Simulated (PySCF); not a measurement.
**Dipole response of Mn(2+) (manganese, charge +2)**

[Ar] 3d5, high-spin 6S determinant. Calculation: PySCF 2.14, in aug-cc-pVQZ; the non-relativistic Hamiltonian (point nucleus). Coupled (time-dependent) response in atomic units; α is the mean over directions.

| method | mean α (bohr³) | C₆ (like pair) | S(−4) |
| --- | --- | --- | --- |
| UHF | 3.194 | 9.313 | 4.606 |

S(−4) is the Cauchy moment in α(ω) = α(0) + S(−4) ω² + …

α(iu) at UHF:

```json
{"u (hartree)": "0", "α(iu) (bohr³)": "3.194"}
{"u (hartree)": "0.0500", "α(iu) (bohr³)": "3.182"}
{"u (hartree)": "0.100", "α(iu) (bohr³)": "3.149"}
{"u (hartree)": "0.200", "α(iu) (bohr³)": "3.028"}
{"u (hartree)": "0.300", "α(iu) (bohr³)": "2.860"}
{"u (hartree)": "0.500", "α(iu) (bohr³)": "2.494"}
{"u (hartree)": "0.750", "α(iu) (bohr³)": "2.094"}
{"u (hartree)": "1.00", "α(iu) (bohr³)": "1.780"}
{"u (hartree)": "1.50", "α(iu) (bohr³)": "1.327"}
{"u (hartree)": "2.00", "α(iu) (bohr³)": "1.021"}
{"u (hartree)": "3.00", "α(iu) (bohr³)": "0.6503"}
{"u (hartree)": "5.00", "α(iu) (bohr³)": "0.3271"}
```

A single London oscillator, α(iu) = α/(1 + u²/ω²), gives C₆ = (3/4) ω α². Matching the computed C₆ needs ω = 4 × 9.313 / (3 × 3.194²) = 1.22 hartree.

For an ion, C₆ is the dispersion term alone; charge-induced terms of lower order in 1/R come first.
